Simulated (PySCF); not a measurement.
**Field gradients at the hydrogen positions**

Species: C₃H₆Si.
Z-matrix (Å and degrees, GFN2-xTB geometry), rows numbered from 1:
```
Si
C   1  1.8859
C   2  1.5135  1  121.95
C   3  1.2929  2   64.72  1  -107.14
H   1  1.4650  2  109.59  3   -89.88
H   1  1.4641  2  108.79  3    30.20
H   1  1.4652  2  109.66  3   150.43
H   2  1.0929  1  115.33  3   149.81
H   3  1.0614  2  143.99  4  -179.43
H   4  1.0615  2  144.06  3   179.63
```

Level: PBE0/pcSseg-1 (PySCF, non-relativistic); Q(2H) = 0.00286 b; rigid geometry, the same for H and D, with no vibrational averaging.

Problem. Rank these positions by the coupling χzz of a deuteron there, largest first.
A. H9 (vinylic hydrogen)
B. H8 (methine hydrogen)
C. H6 (Si–H hydrogen)

Solution. A (249 kHz), B (207 kHz), C (109 kHz).

Problem. What are Vzz, η and χzz (234.96 MHz × Q × Vzz) at all hydrogens?

Solution. 
```tsv
atom	bonded to	bond length (Å)	Vzz (au)	η	χzz (kHz)
H5	Si1	1.465	0.1627	0.01	109
H6	Si1	1.464	0.1628	0.01	109
H7	Si1	1.465	0.1625	0.01	109
H8	C2	1.093	0.3076	0.08	207
H9	C3	1.061	0.3705	0.00	249
H10	C4	1.061	0.3704	0.00	249
```

Problem. Average by the element that carries the hydrogen.

Solution. on Si: 109 kHz over 3 positions, mean bond length 1.465 Å; on C: 235 kHz over 3 positions, mean bond length 1.072 Å.

Isolated species at its GFN2-xTB geometry, gas phase. GFN2-xTB bond lengths can be off by several hundredths of an ångström, more for odd bonds, and the gradients follow them. With so small a basis the couplings can be 20 % off.
